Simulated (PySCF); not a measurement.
# Electron correlation in Ne⁺ (neon, charge +1)

[He] 2s1 2p6, 2S determinant (an excited configuration). All numbers are calculated (PySCF 2.14, the spin-free X2C one-electron Hamiltonian (Gaussian nucleus), in dyall-acv3z (15s9p4d2f, 76 functions)). Frozen: nothing; 9 electrons correlated; the 5 highest virtual orbitals of each spin left out.

```tsv
level	correlation energy (mhartree)
CCSD	-372.59
(T)	-10.14
CCSD(T)	-382.73
```

Diagnostics: T1 = 0.0061, D1 = 0.0202, largest double amplitude 0.055.

Cost of the coupled-cluster step: of the order of 29 core-seconds, for 9 correlated electrons.

Iterations:

```
CC2 = 0
CCSD nocc = (np.int64(5), np.int64(4)), nmo = (71, 71)
frozen orbitals [[71, 72, 73, 74, 75], [71, 72, 73, 74, 75]]
max_cycle = 100
direct = 0
conv_tol = 1e-08
conv_tol_normt = 1e-06
diis_space = 8
diis_start_cycle = 0
Init t2, MP2 energy = -0.345621454939049
Init E_corr(UCCSD) = -0.345621454939208
cycle = 1  E_corr(UCCSD) = -0.359082203524297  dE = -0.0134607486  norm(t1,t2) = 0.0502567
cycle = 2  E_corr(UCCSD) = -0.366246338242386  dE = -0.00716413472  norm(t1,t2) = 0.0267519
cycle = 3  E_corr(UCCSD) = -0.372387124191165  dE = -0.00614078595  norm(t1,t2) = 0.0158546
cycle = 4  E_corr(UCCSD) = -0.372595379764732  dE = -0.000208255574  norm(t1,t2) = 0.00484248
cycle = 5  E_corr(UCCSD) = -0.372474805459501  dE = 0.000120574305  norm(t1,t2) = 0.0027194
cycle = 6  E_corr(UCCSD) = -0.372585565683384  dE = -0.000110760224  norm(t1,t2) = 0.000804132
cycle = 7  E_corr(UCCSD) = -0.372590427799539  dE = -4.86211616e-06  norm(t1,t2) = 0.000139871
cycle = 8  E_corr(UCCSD) = -0.37258633448535  dE = 4.09331419e-06  norm(t1,t2) = 5.41571e-05
cycle = 9  E_corr(UCCSD) = -0.372588031914785  dE = -1.69742944e-06  norm(t1,t2) = 1.23197e-05
cycle = 10  E_corr(UCCSD) = -0.372587981516045  dE = 5.03987401e-08  norm(t1,t2) = 1.44673e-05
cycle = 11  E_corr(UCCSD) = -0.372588178848082  dE = -1.97332036e-07  norm(t1,t2) = 3.24005e-06
cycle = 12  E_corr(UCCSD) = -0.3725880650087  dE = 1.13839381e-07  norm(t1,t2) = 4.71793e-07
cycle = 13  E_corr(UCCSD) = -0.372588046212047  dE = 1.87966532e-08  norm(t1,t2) = 1.11546e-07
cycle = 14  E_corr(UCCSD) = -0.372588042438475  dE = 3.77357173e-09  norm(t1,t2) = 2.31904e-08
UCCSD converged
E(UCCSD) = -127.2441589842948  E_corr = -0.3725880424384755
UCCSD(T) correction = -0.0101376505891056
```
